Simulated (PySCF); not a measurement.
GaH3O2Se. Atoms are numbered in the order given.

```xyz
7

Ga     0.0026     0.7559     0.0000
O      1.4334     1.8146     0.0000
H      2.2836     1.3642     0.0000
O     -1.5768     1.5677     0.0000
H     -1.5021     2.5285     0.0000
Se     0.0502    -1.5532     0.0000
H     -1.4212    -1.5763     0.0000
```
Charge 0, spin multiplicity 1.

Geometry optimised at PBE0-D3(BJ)/def2-SVP. One conformer was computed; it need not be the lowest.

Level of theory: B3LYP/def2-TZVP (PySCF).

Isolated molecule, no solvent.

```json
{
 "total_energy": "-4478.91965 hartree",
 "point_group": "Cs",
 "highest_occupied_level": "-7.23 eV",
 "lowest_empty_level": "-1.27 eV",
 "orbital_gap": "5.96 eV",
 "dipole_moment": "0.98 D",
 "quadrupole, principal values (traceless, Buckingham form, about the centre of nuclear charge)": "-1.35, -1.01, 2.36 D·Å",
 "mean_static_polarisability": "59.8 bohr³ (8.85 Å³)",
 "polarisability_principal_values": "44.4, 57.9, 76.9 bohr³"
}
```
